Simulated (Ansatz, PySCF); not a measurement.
Complex: HCl (SMILES Cl) (first 2 atoms) with HBr (SMILES Br); geometry from B3LYP-D3(BJ)/def2-TZVP, rigid monomers moved along the line of their centres of mass till Cl1···H4 is 2.28 Å.
(charge 0, multiplicity 1):
```xyz
4

Cl     0.535    -0.466    -0.226
H      0.800     0.786    -0.124
Br     0.201    -0.317     3.437
H      0.279    -0.600     2.037
```

Monomers are frozen at their geometry in the pair; levels with a basis set take the counterpoise correction.

Correlated levels freeze the cores. Filled d and f shells under p-block atoms count as core. CBS(a, b) extrapolates the correlation energy as X⁻³ and adds the Hartree–Fock energy of set b.

Run with Ansatz (an electronic-structure program) with Gaussian orbitals; PySCF for the dispersion terms. Each number belongs to the level named beside it.

**Question.** What interaction energy does PBE0-D4/def2-TZVPPD give?

**Answer.** -7 kJ/mol
